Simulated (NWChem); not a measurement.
SnF cation, singlet; SMILES [F][Sn+]

Computed with NWChem. Low-valent species are run as closed-shell singlets; no triplet was tried in these runs. STO-3G and 3-21G are far too small for this property and stand as cheap habits. The geometry was optimised at PBE0/def2-SVP. def2 effective core potentials on Sn; no spin-orbit coupling. Field at 589 nm.

```
level                                          isotropic polarisability (bohr³)  anisotropy (bohr³)  relative time
---------------------------------------------  --------------------------------  ------------------  -------------
B3LYP/STO-3G (all-electron, non-relativistic)                              22.3                 0.6              1
B3LYP/def2-SVP (core potentials)                                           24.0                 6.3              1
B3LYP/def2-SVPD (core potentials)                                          26.3                 7.3              3
B3LYP/def2-TZVPD (core potentials)                                         26.8                 7.5             20
```

The last column is a rough cost ratio, cheapest run = 1.
